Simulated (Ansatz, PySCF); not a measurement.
Gas-phase reaction (SMILES): C1=CC1 → [CH]1C=C1 + H atom; the C-H bond at the site shown breaks (other sites are not compared here).

Each molecule is optimised on its own at B3LYP-D3(BJ)/def2-TZVP (Ansatz, an electronic-structure program). Valence correlation only, unless marked. Open shells are spin-unrestricted. No spin-orbit coupling. Non-relativistic. CBS marks a two-point X^-3 extrapolation of the correlation energy; Hartree-Fock from the larger set. [CCSD(T)-MP2]/basis is that difference in the basis named. Thermal terms are rigid-rotor harmonic-oscillator values from B3LYP-D3(BJ) frequencies (PySCF) at 298.15 K and 1 atm. 1 Eh = 627.5095 kcal/mol. Atoms have translation alone. Electronic entropy comes from spin alone.

```tsv
species	E, RI-MP2/CBS(cc-pVTZ,cc-pVQZ)+[CCSD(T)-MP2]/cc-pVTZ (Ansatz) (Eh)	E, PBE0-D4/def2-TZVPD (Ansatz + dftd4) (Eh)	H - E (Eh)	G - E (Eh)
C1=CC1	-116.45697	-116.51958	0.06015	0.03259
[CH]1C=C1	-115.78523	-115.85486	0.04665	0.01795
H atom	-0.49995	-0.50104	0.00236	-0.01065
```

**Question.** Work out ΔE and ΔH, ΔG, ΔS and the equilibrium constant at 298.15 K at the first level, then ΔH at the second.

**Answer.** 
1. ΔE = [(-115.78523) + (-0.49995)] - [(-116.45697)] = 0.17179 Eh = 107.8 kcal/mol at RI-MP2/CBS(cc-pVTZ,cc-pVQZ)+[CCSD(T)-MP2]/cc-pVTZ.
2. The terms H - E add up to -0.01114 Eh, so ΔH = (0.17179 + (-0.01114))×627.5095 = 100.8 kcal/mol.
3. The terms G - E add up to -0.02529 Eh, so ΔG = 91.9 kcal/mol, and ΔS = (-0.01114 - (-0.02529))×627509.5/298.15 = 29.8 cal/(mol K).
4. log10 K = -ΔG/(RT ln 10) = -67.4, with RT ln 10 = 1.3642 kcal/mol.
5. With ΔH and ΔS taken as constant, ΔG changes sign near ΔH/ΔS = 3380 K, a rough figure that leaves out heat capacities.
6. At PBE0-D4/def2-TZVPD the same steps give ΔE = 102.7 and ΔH = 95.7 kcal/mol, a shift of -5.1 from the first level.
7. Tabulated enthalpies of formation (C1=CC1 67.9 kcal/mol, ATcT 1.112; [CH]1C=C1 116.4 kcal/mol, ATcT 1.112; H atom 52.1 kcal/mol, ATcT 1.112) give ΔH = 100.6, so the errors are +0.2 and -4.9 kcal/mol; the tables hold anharmonic motion, scalar relativity, spin-orbit effects, which both levels lack, and core correlation, which the frozen-core level lacks.
